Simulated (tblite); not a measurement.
Compound: C₄H₇F₃Si.
Geometry (GFN2-xTB, Å), atoms numbered from 1 in this order:
```
atom  x, y, z in Å
F1     3.078   -1.466   -0.725
C2     1.767   -1.222   -0.874
C3     1.058   -0.508   -0.010
F4     1.651    0.003    1.094
C5    -0.375   -0.152   -0.144
Si6   -0.550    1.755   -0.426
C7    -1.140   -0.585    1.103
F8    -2.455   -0.209    0.998
H9     1.354   -1.659   -1.768
H10   -0.782   -0.684   -1.006
H11    0.017    2.429    0.738
H12    0.218    2.040   -1.638
H13   -1.968    2.043   -0.595
H14   -0.743   -0.105    2.003
H15   -1.133   -1.674    1.229
```

Method: GFN2-xTB as coded in tblite; computed harmonic values from a numerical Hessian at the method's own geometry, unscaled. Against measured fundamentals such values can be off by several per cent, at times by over 20. Modes of hydrogen on silicon can be 10 to 20 % off. One conformer, not necessarily the lowest.

Harmonic wavenumbers (cm⁻¹): 44.3, 59.2, 110.8, 116.0, 147.5, 193.4, 245.7, 299.1, 348.0, 413.7, 513.9, 537.9, 570.7, 674.4, 698.5, 755.6, 758.6, 763.0, 780.7, 892.0, 966.4, 1034.9, 1077.9, 1101.6, 1158.5, 1176.6, 1226.8, 1259.7, 1278.6, 1337.7, 1459.1, 1727.9, 2284.3, 2309.2, 2338.4, 2929.1, 2959.8, 2978.1, 3107.6.

A = 2594, B = 922.9, C = 805.3 MHz; mass 140.027 u (most abundant isotopes); point group C1, symmetry number 1.

Question: What is the zero-point energy?

Answer: ½Σν̃ = 21318 cm⁻¹ = 255.01 kJ/mol.

Question: What is S at 400 K and 1 bar for an ideal gas of classical rigid rotors and harmonic oscillators?

Answer: Translation 176.60, rotation 127.10, vibration 166.69: S = 470.4 J/(mol K).

Question: And Cp and H(400 K) − H(0)?

Answer: Cp = 188.36 J/(mol K), of which vibrations give 155.11 (their classical limit is 39 R = 324.3); H(400 K) − H(0) = 46.72 kJ/mol without the zero-point energy, 33.42 from vibrations.

Question: How do the functions run with temperature in this model?

Answer: 
```csv
T (K),S (J/(mol K)),Cp (J/(mol K)),H − H(0) (kJ/mol),G − H(0) (kJ/mol),ln q(vib)
100,297.8,81.2,5.69,-24.09,1.99
200,365.7,118.9,15.70,-57.43,4.78
300,420.9,155.9,29.46,-96.82,7.44
500,515.4,214.7,66.92,-190.75,12.47
800,628.8,266.9,139.94,-363.09,19.29
1000,690.8,288.4,195.59,-495.19,23.37
```

q(vib) and H(0) count from the zero-point level.

Question: Blend soft modes into free rotors: weight 1/[1 + (100 cm⁻¹/ν̃)⁴] for the oscillator and the rest for a rotor with moment μB/(μ + B), μ = h/(8π²ν), B = 10⁻⁴⁴ kg m². What vibrational entropy results?

Answer: 151.88 J/(mol K) in place of 166.69, which changes −T·S at 400 K by +5.93 kJ/mol.

Question: Which modes carry the vibrational entropy at 400 K?

Answer: 44.3 cm⁻¹: 23.59; 59.2 cm⁻¹: 21.19; 110.8 cm⁻¹: 16.02; 116.0 cm⁻¹: 15.64; 147.5 cm⁻¹: 13.68; 193.4 cm⁻¹: 11.50 J/(mol K); the other 33 give 65.07 together.

Hindered rotation and anharmonicity are outside this model. Other conformers, if any are populated, would add a mixing term that is left out. The structure is chiral; the term R ln 2 for an equal mix with its mirror image is left out.
